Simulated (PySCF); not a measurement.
Numbering as in the mapped SMILES `[F:1][CH:2]([F:3])[c:4]1[cH:5][cH:6][s:7][cH:8]1` (H(Xn): hydrogen on atom n).

Geometry: GFN2-xTB; GIAO absolute shieldings from PySCF 2.14.0 with density-fitted response routines, gas phase, non-relativistic, averaged over equivalent atoms.

At LC-wPBE/aug-cc-pVDZ (224 basis functions, 53 s wall time on 1 thread of an Arm Neoverse V1, shared host):
```
atoms  σ (ppm)
F1/F3    310.2
   C4     61.5
   C8     63.7
   C6     67.6
   C5     75.2
   C2     87.8
   S7    330.3
H(C8)    23.70
H(C6)    24.28
H(C5)    24.57
H(C2)    24.87
```

What do these become at wB97X/aug-pcSseg-1?

## Answers


```json
{"atoms": "F1/F3", "σ at wB97X/aug-pcSseg-1": "290.9", "change": "-19.3"}
{"atoms": "C4", "σ at wB97X/aug-pcSseg-1": "43.6", "change": "-17.9"}
{"atoms": "C8", "σ at wB97X/aug-pcSseg-1": "49.3", "change": "-14.4"}
{"atoms": "C6", "σ at wB97X/aug-pcSseg-1": "52.3", "change": "-15.3"}
{"atoms": "C5", "σ at wB97X/aug-pcSseg-1": "57.5", "change": "-17.7"}
{"atoms": "C2", "σ at wB97X/aug-pcSseg-1": "71.6", "change": "-16.2"}
{"atoms": "S7", "σ at wB97X/aug-pcSseg-1": "267.2", "change": "-63.1"}
{"atoms": "H(C8)", "σ at wB97X/aug-pcSseg-1": "23.81", "change": "+0.11"}
{"atoms": "H(C6)", "σ at wB97X/aug-pcSseg-1": "24.47", "change": "+0.19"}
{"atoms": "H(C5)", "σ at wB97X/aug-pcSseg-1": "24.58", "change": "+0.01"}
{"atoms": "H(C2)", "σ at wB97X/aug-pcSseg-1": "24.85", "change": "-0.02"}
```

The largest change is at S7 (aromatic ring sulfur). Cost: 251 basis functions, 41 s wall time on 1 thread of an Arm Neoverse V1, shared host. The order of the carbon signals is the same at both levels.
